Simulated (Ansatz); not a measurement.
Input for Ansatz (a first-principles code): SC-NEVPT2 on SA-CASSCF(5,5)/cc-pV(D+d)Z on HSi (SMILES [SiH]), 2S+1 = 4, a spin state set in the input, which need not be the lowest. Files ending in .json are basis or fitting sets from the Basis Set Exchange.

Ansatz 0.2 input:
```yaml
crystal:
  periodic: [false, false, false]
  atoms:
    - {symbol: Si, position_ang: [-0.00000000, -0.00000000, -0.10196874]}
    - {symbol: H, position_ang: [0.00000000, 0.00000000, 1.42756238]}
basis:
  gaussian:
    orbitals: cc-pV_D+d_Z.json
magnetization: {spin_polarized: false, initial_magnetization: 3}
correlation: {method: sc_nevpt2, electrons: outside_noble_gas, active_space: {window: {electrons: 5, orbitals: 5}, states: [{multiplicity: 2, weights: [1]}, {multiplicity: 4, weights: [1]}]}}
output: {orbitals: {seedname: ./end}}
```

The log:

```
WARN ansatz: RAYON_NUM_THREADS=1 ignored (pool sized by the plan → 1); use --threads N
Functional definition: HF
integrals: 0.00 GiB planned
504 factors; integrals over basis functions are off by at most 1.2e-7 eV
mean field: 0.06 GiB planned
mean field evaluation 1: about -7874.0105 eV, gradient 6.6e0 eV
mean field evaluation 2: about -7874.0108 eV, gradient 6.6e0 eV
mean field evaluation 4: about -7874.7425 eV, gradient 1.2e0 eV
mean field evaluation 8: about -7874.8097 eV, gradient 1.2e-4 eV
mean field -7874.80965796 eV, -289.3939171923 hartree, gradient 7.7e-7 eV, S^2 3.750000; 0 other end points of the search recorded, 0 dependent functions left out
reference -7874.80965796 eV, -289.3939171923 hartree; 9, 6 occupied and 19, 22 virtual orbitals, 504 factors
configuration interaction: 0.03 GiB planned
configuration interaction: 0.00 GiB planned
state -7876.46733554 eV, -289.4548357200 hartree
state -7876.46733554 eV, -289.4548357200 hartree; corrected -7877.78453619 eV, -289.5032419507 hartree
configuration interaction: 0.00 GiB planned
state -7875.24541150 eV, -289.4099308397 hartree
state -7875.24541150 eV, -289.4099308397 hartree; corrected -7876.25690412 eV, -289.4471025076 hartree
Total energy: -7877.02072015 eV, -289.4751722291 hartree
```

The run converged. The last total energy is the mean of the averaged states.

Cost: around 0.9 core-seconds (rough).
